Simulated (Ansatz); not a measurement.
A nudged elastic band was laid between two geometries of AlH₈N₃ (12 atoms, charge 0, multiplicity 1).

All numbers below come from RKS PBE0/6-31G* (Ansatz 0.2.0).

```json
{
 "movable images": "7",
 "climbing image": "yes",
 "spring": "5.0 eV/Å²",
 "optimiser": "quadratic models (default)",
 "start path": "straight line",
 "force threshold": "0.05 eV/Å",
 "iteration limit": "18",
 "end points": "relaxed"
}
```

Image 0:

```xyz
12
Properties=species:S:1:pos:R:3
Al -0.002 0.064 0.082
H -0.105 -0.941 1.338
N 1.605 0.208 -0.782
H 2.366 -0.393 -0.487
H 1.641 0.273 -1.792
N -1.509 0.353 -0.915
H -2.338 -0.187 -0.700
H -1.451 0.437 -1.923
N 0.040 1.892 1.048
H 0.902 2.344 0.745
H -0.757 2.411 0.685
H 0.003 1.884 2.064
```

Image 8:

```xyz
12
Properties=species:S:1:pos:R:3
Al 0.062 0.648 -0.689
H -0.132 0.805 3.460
N 1.489 -0.411 -0.809
H 1.647 -1.085 -1.542
H 2.246 -0.435 -0.141
N -1.429 0.255 -1.583
H -1.665 -0.662 -1.933
H -2.163 0.913 -1.799
N 0.123 2.099 0.348
H 0.971 2.559 0.646
H -0.685 2.622 0.653
H -0.069 1.037 2.752
```

Q: Which bonds break or form, and what moves?

A: Bonds broken: Al1–H2, N9–H12. Bonds formed: H2–H12. AlH8N3 becomes AlH6N3 + H2.

Q: Give the energies along the band, and the barrier.

A: The run ended unconverged. The highest image is number 4 of 0 to 8, 32.8 kcal/mol above the first end and 20.3 kcal/mol above the last; the last end lies 12.5 kcal/mol above the first. The band didn't meet its force threshold, so its energies are provisional: the largest band force was still 0.33 eV/Å, and over the last iterations the top stayed at 1.43 eV. The orbitals stay closed-shell, which can raise the energy where a bond breaks towards radicals; this wasn't checked here.

```csv
image,path coordinate (Å),energy (kcal/mol),Al1–H2 (Å),N9–H12 (Å),H2–H12 (Å)
0,0.00,0.0,1.61,1.02,2.92
1,1.31,1.7,1.61,1.02,2.88
2,2.61,1.0,1.62,1.02,3.04
3,3.92,1.9,1.62,1.02,2.44
4,5.22,32.8,1.86,1.40,1.01
5,6.55,15.1,3.05,2.42,0.75
6,7.89,15.5,3.27,2.78,0.75
7,9.22,12.8,3.68,2.72,0.75
8,10.56,12.5,4.16,2.64,0.75
```

The run took 9.8 min on 1 thread of Intel(R) Xeon(R) Platinum 8259CL CPU @ 2.50GHz (Skylake/Cascade Lake), on a shared host, peak memory 0.17 GiB.
